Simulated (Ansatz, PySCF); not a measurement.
In(NCO)(OH)2 (CH2InNO3), SMILES O=C=[N][In]([OH])[OH]. Atoms are numbered in the order given.

```xyz
8

In    -0.5740    -0.0188     0.0808
N      1.3174     0.4092    -0.5933
C      2.5010     0.1955    -0.4790
O      3.6623     0.0279    -0.4136
O     -0.8459    -1.3273     1.5544
H      0.0020    -1.6841     1.8580
O     -2.0766     0.9281    -0.8060
H     -1.7397     1.5198    -1.4953
```
Charge 0, spin multiplicity 1.

Geometry optimised at B3LYP-D3(BJ)/def2-SVP. The structure was generated by enumeration; whether it is a known compound was not checked. The def2 effective core potentials stand for the cores of In; spin–orbit coupling is left out. The values are those of a single conformer.

Two levels are set side by side: PBE-D3(BJ)/def2-SVP (Ansatz, a program for electronic structure) and B3LYP-D3(BJ)/def2-SVP (Ansatz). Each level has its own optimised geometry; the coordinates shown are those of the second. Frequencies come from the Hessian of PySCF at each geometry. Differences are taken from unrounded values.

```json
[
 {"quantity": "mean bond length (Å)", "B3LYP-D3(BJ)": "1.478", "PBE-D3(BJ)": "1.492", "PBE-D3(BJ) minus B3LYP-D3(BJ)": "0.014"},
 {"quantity": "bond In1–N2 (Å)", "B3LYP-D3(BJ)": "2.053", "PBE-D3(BJ)": "2.073", "PBE-D3(BJ) minus B3LYP-D3(BJ)": "0.020"},
 {"quantity": "bond In1–O5 (Å)", "B3LYP-D3(BJ)": "1.989", "PBE-D3(BJ)": "2.006", "PBE-D3(BJ) minus B3LYP-D3(BJ)": "0.017"},
 {"quantity": "bond In1–O7 (Å)", "B3LYP-D3(BJ)": "1.985", "PBE-D3(BJ)": "2.001", "PBE-D3(BJ) minus B3LYP-D3(BJ)": "0.016"},
 {"quantity": "bond N2–C3 (Å)", "B3LYP-D3(BJ)": "1.208", "PBE-D3(BJ)": "1.223", "PBE-D3(BJ) minus B3LYP-D3(BJ)": "0.015"},
 {"quantity": "bond C3–O4 (Å)", "B3LYP-D3(BJ)": "1.175", "PBE-D3(BJ)": "1.185", "PBE-D3(BJ) minus B3LYP-D3(BJ)": "0.010"},
 {"quantity": "bond O5–H6 (Å)", "B3LYP-D3(BJ)": "0.969", "PBE-D3(BJ)": "0.978", "PBE-D3(BJ) minus B3LYP-D3(BJ)": "0.010"},
 {"quantity": "bond O7–H8 (Å)", "B3LYP-D3(BJ)": "0.969", "PBE-D3(BJ)": "0.979", "PBE-D3(BJ) minus B3LYP-D3(BJ)": "0.010"},
 {"quantity": "highest harmonic wavenumber (cm⁻¹)", "B3LYP-D3(BJ)": "3812", "PBE-D3(BJ)": "3693", "PBE-D3(BJ) minus B3LYP-D3(BJ)": "-120"},
 {"quantity": "mean harmonic wavenumber (cm⁻¹)", "B3LYP-D3(BJ)": "945", "PBE-D3(BJ)": "918", "PBE-D3(BJ) minus B3LYP-D3(BJ)": "-27"},
 {"quantity": "zero-point energy (kcal/mol)", "B3LYP-D3(BJ)": "24.32", "PBE-D3(BJ)": "23.62", "PBE-D3(BJ) minus B3LYP-D3(BJ)": "-0.70"}
]
```

GGA bonds tend to be longer and softer than those of functionals with exact exchange. Differences between two approximate levels are no errors against the true value.
